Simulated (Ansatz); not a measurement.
This geometry of C₂H₈AlNSi (13 atoms, charge 0, multiplicity 1) is a first-order saddle point.

Level of theory: Ansatz, RKS CAM-B3LYP-D4/STO-3G.

```xyz
13
Properties=species:S:1:pos:R:3
C -1.342 0.255 1.319
N -0.438 0.869 0.330
Al 0.535 1.920 -0.542
C 0.079 0.155 -0.930
Si 1.152 -1.363 -0.706
H -1.592 -0.777 1.025
H -0.889 0.213 2.328
H -2.293 0.813 1.413
H 1.128 3.279 -0.612
H -0.720 -0.053 -1.663
H 0.421 -2.515 -0.241
H 1.776 -1.727 -1.952
H 2.202 -1.104 0.246
```

(1) Which two structures does it join? (They come from a converged band through this point; their orientation in space is the band's.)

(2) How far does it lie above each of them?

Answers

(1) No bond is made or broken. The dihedral H6–C1–N2–C4 goes from -60 to 60°. The two ends are copies of one structure, up to a mirror image or an exchange of like atoms.

First end point:

```xyz
13
Properties=species:S:1:pos:R:3
C -1.503 0.199 1.118
N -0.607 0.826 0.140
Al 0.285 1.884 -0.807
C 0.160 0.030 -0.928
Si 1.421 -1.228 -0.352
H -2.340 -0.340 0.633
H -0.973 -0.533 1.757
H -1.937 0.968 1.778
H 0.657 3.301 -1.051
H -0.508 -0.424 -1.680
H 0.830 -2.407 0.230
H 2.237 -1.660 -1.457
H 2.299 -0.651 0.633
```

Last end point:

```xyz
13
Properties=species:S:1:pos:R:3
C -1.287 0.241 1.355
N -0.412 0.877 0.363
Al 0.544 1.925 -0.531
C 0.048 0.174 -0.924
Si 1.101 -1.364 -0.757
H -0.834 -0.676 1.779
H -1.479 0.937 2.188
H -2.265 -0.049 0.924
H 1.154 3.277 -0.602
H -0.784 -0.013 -1.626
H 0.368 -2.513 -0.287
H 1.679 -1.715 -2.029
H 2.186 -1.137 0.163
```

(2) 6.4 kJ/mol above the first and 6.4 kJ/mol above the second. This is the barrier of this one path; another mechanism may lie lower. Limits of this set-up: minimal basis.

The run took 95 s on 1 CPU thread of a shared host.
